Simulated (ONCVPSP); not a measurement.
# Before and after: ONCV potential for antimony (Sb)

```
Element                 : Sb (Z = 51)
Generator               : ONCVPSP 4.0.1
Type                    : optimised norm-conserving Vanderbilt (ONCV)
Functional              : PBE
Relativity              : fully relativistic
Frozen core             : [Kr] 4d10
Valence charge          : 5
Reference configuration : 5s2 5p2 (charge +1)
Partial waves           : 5s: rc 2.05 bohr, ncon 4, nbas 7, qcut 3.5 1/bohr, 2 projectors, debl 1 Ha; 5p: rc 1.80 bohr, ncon 4, nbas 8, qcut 4.6 1/bohr, 2 projectors, debl 3.8 Ha; d scattering state at 0.08 Ha: rc 2.10 bohr, ncon 4, nbas 7, qcut 5.3 1/bohr, 2 projectors, debl 1.6 Ha
Local potential         : polynomial inside 1.35 bohr (lpopt 5, dvloc0 0 Ha)
Core correction         : none
```

Open shells are filled in proportion to 2j + 1.

All-electron outer shells of the reference configuration (PBE, scalar-relativistic, ld1.x):

```csv
shell,level (eV),outermost node (bohr),outermost maximum (bohr)
4p,-110.31,0.39,0.76
4d,-42.01,0.38,0.84
5s,-20.64,0.95,1.88
5p,-11.99,1.04,2.24
```

Change: s: debl 4.8.

Cutoffs: the cutoffs (Ha) at which the residual kinetic energy of the hardest occupied pseudo-wave falls to 1 and 0.1 mHa per electron; they do not see the model core or the augmentation charge, which bear on the density cutoff. Errors are all-electron minus pseudo energies relative to the spin-unpolarised reference configuration.

Q: How do hardness, ghosts and transferability respond?

A: The potential gets neither clearly harder nor softer (10 Ha and 58 Ha → 10 Ha and 58 Ha); the bound ghosts move from d, s to d; the lowest positive-energy flag moves from p3/2 at 91.8 eV to s at 3.6 eV; the number of tests with a reliable result goes from 4 to 3; of the 3 tests that both files solve, the error grows in 0 and shrinks in 1 by more than 15 % and 0.3 meV (median size 1.4 → 0.6 meV); the range in which the s phases agree narrows (upper end 3.0 → 0.1).

| quantity | base | changed |
| --- | --- | --- |
| cutoff, loose | 10 Ha | 10 Ha |
| cutoff, tight | 58 Ha | 58 Ha |
| bound ghosts | s, d5/2, d3/2 | d5/2, d3/2 |
| GHOST(+) flags under 300 eV | p3/2 at 91.8 eV, p1/2 at 98.6 eV | s at 3.6 eV, p3/2 at 91.8 eV, p1/2 at 98.6 eV |
| tests with a reliable result | 4 of 4 | 3 of 4 |
| error for 5s2 5p3, meV [ΔE -8.33 eV] | -1.4 | -1.1 |
| error for 5s2 5p1, meV [ΔE 15.99 eV] | -1.4 | -0.6 |
| error for 5s2 5p2.5, meV [ΔE -5.06 eV] | -0.5 | -0.4 |
| s: phases at 2.08 bohr within 0.05 rad from the reference energy up to (Ha; the scan ends near 5) | 3.0 | 0.1 |
| p3/2: phases at 1.83 bohr within 0.05 rad from the reference energy up to (Ha; the scan ends near 5) | to the end of the scan | to the end of the scan |
| p1/2: phases at 1.83 bohr within 0.05 rad from the reference energy up to (Ha; the scan ends near 5) | 3.6 | 3.6 |
| d5/2: phases at 2.13 bohr within 0.05 rad from the reference energy up to (Ha; the scan ends near 5) | 4.6 | 4.6 |
| d3/2: phases at 2.13 bohr within 0.05 rad from the reference energy up to (Ha; the scan ends near 5) | 4.5 | 4.5 |

Base: The cutoffs count occupied waves only; projector 2 of the p channel, the hardest unoccupied one, needs 80 Ha at the loose tolerance. Changed file: The cutoffs count occupied waves only; projector 2 of the p channel, the hardest unoccupied one, needs 80 Ha at the loose tolerance. A true bound ghost makes a file unfit for plane-wave use even where its test errors are small: the radial tests pick states by their node count and pass the ghost by.
